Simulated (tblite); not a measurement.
Compound: C₇H₁₇NSi.
Numbering: `[CH3:1][CH2:2][C@H:3]1[CH2:4][Si@@H:5]([N:6]([CH3:7])[CH3:8])[CH2:9]1` (hydrogens: H10, H11, H12 on C1; H13, H14 on C2; H15 on C3; H16, H17 on C4; H18 on Si5; H19, H20, H21 on C7; H22, H23, H24 on C8; H25, H26 on C9)

Structure used (GFN2-xTB), in Å, numbered top down from 1:
```
atom  x, y, z in Å
C1     3.6272   -0.1098   -0.7541
C2     2.4207    0.8082   -0.5954
C3     1.4877    0.3479    0.5159
C4     0.2856    1.2827    0.7672
Si5   -0.8474   -0.2286    0.9729
N6    -2.2243   -0.2399   -0.0579
C7    -2.7848   -1.4938   -0.4960
C8    -3.2233    0.7900    0.0853
C9     0.7357   -0.9687    0.2284
H10    4.2191   -0.1216    0.1589
H11    3.3052   -1.1266   -0.9652
H12    4.2615    0.2275   -1.5710
H13    2.7647    1.8229   -0.3762
H14    1.8629    0.8418   -1.5348
H15    2.0589    0.2417    1.4415
H16    0.0682    1.8826   -0.1147
H17    0.4245    1.9615    1.6041
H18   -1.0728   -0.6170    2.3792
H19   -3.5070   -1.8947    0.2257
H20   -3.2987   -1.3541   -1.4506
H21   -1.9872   -2.2199   -0.6263
H22   -3.7414    0.9361   -0.8659
H23   -3.9704    0.5330    0.8463
H24   -2.7425    1.7208    0.3734
H25    0.6762   -1.1579   -0.8417
H26    1.1808   -1.8412    0.6976
```

Computed with GFN2-xTB (tblite): harmonic, unscaled wavenumbers at the GFN2-xTB geometry, gas phase. Against measured fundamentals such values can be off by several per cent, at times by over 20. Modes of hydrogen on silicon can be 10 to 20 % off. One conformer, not necessarily the lowest.

Harmonic wavenumbers (cm⁻¹): 41.3, 43.0, 85.5, 134.4, 148.5, 190.1, 200.7, 214.0, 241.2, 277.6, 289.1, 343.8, 394.6, 415.2, 497.9, 579.9, 663.0, 701.5, 707.5, 745.0, 773.3, 811.2, 858.2, 888.3, 997.6, 1014.2, 1024.1, 1034.6, 1052.4, 1062.3, 1086.9, 1108.6, 1128.4, 1132.5, 1189.5, 1199.6, 1206.4, 1214.3, 1258.5, 1283.2, 1300.6, 1314.5, 1360.2, 1412.1, 1413.3, 1423.0, 1470.8, 1477.5, 1479.5, 1487.7, 1496.6, 1500.5, 1504.9, 1509.1, 1509.9, 2148.5, 2891.5, 2893.1, 2945.3, 2954.7, 2956.6, 2959.8, 2968.5, 2996.2, 3000.9, 3016.7, 3021.9, 3027.0, 3030.0, 3037.7, 3038.9, 3040.4.

A = 2978, B = 661.3, C = 618.5 MHz; mass 143.113 u (most abundant isotopes); point group C1, symmetry number 1.

Problem. What is the zero-point energy?

Solution. ½Σν̃ = 49913 cm⁻¹ = 597.09 kJ/mol.

Problem. Entropy at 400 K, 1 bar (ideal gas, RRHO, classical rotation)?

Solution. Translation 176.87, rotation 129.01, vibration 215.28: S = 521.2 J/(mol K).

Problem. And Cp and H(400 K) − H(0)?

Solution. Cp = 250.97 J/(mol K), of which vibrations give 217.72 (their classical limit is 72 R = 598.6); H(400 K) − H(0) = 57.39 kJ/mol without the zero-point energy, 44.08 from vibrations.

Problem. How do the functions run with temperature in this model?

Solution. 
```json
{"T (K)": "100", "S (J/(mol K))": "308.6", "Cp (J/(mol K))": "93.5", "H − H(0) (kJ/mol)": "6.17", "G − H(0) (kJ/mol)": "-24.69", "ln q(vib)": "2.46"}
{"T (K)": "200", "S (J/(mol K))": "389.3", "Cp (J/(mol K))": "143.6", "H − H(0) (kJ/mol)": "18.09", "G − H(0) (kJ/mol)": "-59.77", "ln q(vib)": "5.92"}
{"T (K)": "300", "S (J/(mol K))": "457.2", "Cp (J/(mol K))": "196.1", "H − H(0) (kJ/mol)": "35.01", "G − H(0) (kJ/mol)": "-102.14", "ln q(vib)": "9.31"}
{"T (K)": "500", "S (J/(mol K))": "582.6", "Cp (J/(mol K))": "300.7", "H − H(0) (kJ/mol)": "85.03", "G − H(0) (kJ/mol)": "-206.29", "ln q(vib)": "15.94"}
{"T (K)": "800", "S (J/(mol K))": "749.6", "Cp (J/(mol K))": "409.5", "H − H(0) (kJ/mol)": "192.90", "G − H(0) (kJ/mol)": "-406.81", "ln q(vib)": "25.60"}
{"T (K)": "1000", "S (J/(mol K))": "846.5", "Cp (J/(mol K))": "458.2", "H − H(0) (kJ/mol)": "279.92", "G − H(0) (kJ/mol)": "-566.60", "ln q(vib)": "31.69"}
```

q(vib) and H(0) count from the zero-point level.

Problem. Which modes carry the vibrational entropy at 400 K?

Solution. 41.3 cm⁻¹: 24.18; 43.0 cm⁻¹: 23.84; 85.5 cm⁻¹: 18.15; 134.4 cm⁻¹: 14.44; 148.5 cm⁻¹: 13.63; 190.1 cm⁻¹: 11.64 J/(mol K); the other 66 give 109.42 together.

Problem. Blend soft modes into free rotors: weight 1/[1 + (100 cm⁻¹/ν̃)⁴] for the oscillator and the rest for a rotor with moment μB/(μ + B), μ = h/(8π²ν), B = 10⁻⁴⁴ kg m². What vibrational entropy results?

Solution. 197.32 J/(mol K) in place of 215.28, which changes −T·S at 400 K by +7.18 kJ/mol.

Problem. What must be added to the electronic energy to get the Gibbs energy at 400 K and 1 bar?

Solution. ZPE + [H(400 K) − H(0)] − T·S = 597.09 + 57.39 − 208.46 = 446.02 kJ/mol.

Hindered rotation and anharmonicity are outside this model. Other conformers, if any are populated, would add a mixing term that is left out. The structure is chiral; the term R ln 2 for an equal mix with its mirror image is left out.
